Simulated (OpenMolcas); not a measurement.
## C3+: effect of the IPEA shift

| Quantity | Value |
| --- | --- |
| Program | OpenMolcas 26.06 |
| Basis | ANO-RCC-VQZP [5s4p3d2f1g] |
| Scalar Hamiltonian | DKH2, point nucleus |
| Active space | 1 electron in 4 orbitals (2s 2p) |
| State averaging | 2S+1 = 2 even, 1 root; 2S+1 = 2 odd, 3 roots |
| Spin-orbit coupling | state interaction with AMFI integrals over the reference wave functions, term energies averaged over their components |

Methods on the same reference wave functions:
A. CASSCF
B. SS-CASPT2, IPEA 0.25 Eh, imaginary shift 0.1 Eh (closed shells correlated: 1s)
C. SS-CASPT2, IPEA 0.5 Eh, imaginary shift 0.1 Eh (closed shells correlated: 1s)

Energies in cm-1 above 2s 2S 1/2, the measured ground level; measured values from Moore, Selected Tables of Atomic Spectra, NSRDS-NBS 3, section 3.

```json
{"Level": "2s 2S 1/2", "A": "0.0", "B": "0.0", "C": "0.0", "Measured": "0.0"}
{"Level": "2p 2P* 1/2", "A": "65057", "B": "64512", "C": "64515", "Measured": "64484"}
{"Level": "2p 2P* 3/2", "A": "65157", "B": "64612", "C": "64615", "Measured": "64592"}
```

Deviations, from unrounded energies. A percentage is the sum of absolute deviations over the sum of measured energies, with the sign that they share, or ± where signs differ.

```csv
Against measurement,Levels,A,B,C
mean absolute deviation (cm-1),2,570,24,27
other configurations (%),2,+0.9,+0.0,+0.0
```

B, C lie about equally close to measurement and A furthest from it. The largest miss of B in the table is 2p 2P* 1/2, by +28 cm-1. The ranking rests on the paired levels alone, and a cruder setting can come out closer through cancelling errors.

Between B and C no level of the table moves by more than 5 cm-1.

The lowest spin-free term lies below A's lowest term by 0.012 hartree in B, 0.012 hartree in C.

With one active electron the reference holds no correlation, so core polarisation is missing (holds for A). With one active electron, CASPT2 adds the correlation within the correlated inactive shells and between them and that electron, and leaves the splitting within a term as the reference gives it (holds for B; C). Measured partners are found by configuration, term and J. A level has none where our copy of the source lacks it or the pairing is in doubt (some pairs that miss far off the trend of their configuration count as doubtful), and it then counts in no deviation. Only configurations of the active space appear.

* marks odd parity.
